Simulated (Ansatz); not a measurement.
Start from `[SiH3]BS[SiH3]` and change one atom or group to get `CSB[SiH3]`.

Ansatz, PBE0-D4/def2-TZVP geometries, multiplicity 1. Each molecule was computed in one conformer, which needn't be the lowest.

| property | `[SiH3]BS[SiH3]` |
| --- | --- |
| size of the dipole moment (B3LYP/def2-TZVPP) / D | 1.48 |
| HOMO energy (PBE/def2-TZVPP) / eV | -6.86 |
| zero-point energy (PBE0-D4/def2-TZVP) / kJ/mol | 168.3 |
| LUMO energy (PBE/def2-TZVPP) / eV | -2.91 |
| HOMO energy (ωB97M-V/def2-TZVPP) / eV | -10.11 |
| LUMO energy (PBE0/def2-TZVPP) / eV | -2.02 |

(1) Give the same properties after the change, and the shifts. (Best estimate.)

## Answers

(1) Ansatz gave: 
| property | `CSB[SiH3]` | shift |
| --- | --- | --- |
| size of the dipole moment (B3LYP/def2-TZVPP) / D | 2.39 | 0.91 |
| HOMO energy (PBE/def2-TZVPP) / eV | -6.88 | -0.02 |
| zero-point energy (PBE0-D4/def2-TZVP) / kJ/mol | 199.8 | 31.5 |
| LUMO energy (PBE/def2-TZVPP) / eV | -2.43 | 0.48 |
| HOMO energy (ωB97M-V/def2-TZVPP) / eV | -10.15 | -0.04 |
| LUMO energy (PBE0/def2-TZVPP) / eV | -1.54 | 0.48 |

Dipoles are sizes alone; their direction can turn.

B3LYP here is the variant with VWN-RPA as its local correlation; programs differ in this.
